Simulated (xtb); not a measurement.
C3H12AsIn, SMILES [CH3][In]([CH3])([CH3])<-[AsH3] (connectivity only; charge and spin as stated), neutral, multiplicity 1. All values are semi-empirical tight-binding results from xtb (GFN2-xTB unless named), good for trends rather than for accurate numbers. Geometry optimised at GFN2-xTB. The isomer is the one that the SMILES or the coordinates give; other isomers of the formula were not compared. The values are those of a single conformer.

Optimised geometry:

Bond lengths (Å): In1–C2 2.237, In1–C6 2.239, In1–C10 2.241, C2–H3 1.090, C2–H4 1.089, C2–H5 1.091, C6–H7 1.092, C6–H8 1.090, C6–H9 1.089, C10–H11 1.090, C10–H12 1.092, C10–H13 1.090, As14–H15 1.504, As14–H16 1.495, As14–H17 1.494. Bond angles (°): C2–In1–C6 122.6, C2–In1–C10 119.5, C6–In1–C10 117.8, In1–C2–H3 110.2, In1–C2–H4 111.9, In1–C2–H5 108.7, H3–C2–H4 108.6, H3–C2–H5 108.8, H4–C2–H5 108.5, In1–C6–H7 108.5, In1–C6–H8 110.8, In1–C6–H9 111.7, H7–C6–H8 108.4, H7–C6–H9 108.6, H8–C6–H9 108.7, In1–C10–H11 111.0, In1–C10–H12 109.1, In1–C10–H13 111.2, H11–C10–H12 108.3, H11–C10–H13 108.7, H12–C10–H13 108.5, H15–As14–H16 89.1, H15–As14–H17 89.2, H16–As14–H17 89.5.

A frequency run showed that this geometry is not a minimum.

For metal compounds this method's bond lengths and energies can be far off.

orbital gap: 3.77 eV

Task: Give the atomic charges and the Wiberg bond orders between heavy atoms. (Estimate from the structure and the level; the computed values follow.)

Result: charges (e) In1 0.08, C2 -0.17, H3 0.04, H4 0.04, H5 0.04, C6 -0.17, H7 0.04, H8 0.04, H9 0.04, C10 -0.17, H11 0.04, H12 0.03, H13 0.04, As14 0.11, H15 0.00, H16 -0.01, H17 -0.01. Bond orders In1–C2 0.77, In1–C6 0.77, In1–C10 0.76.
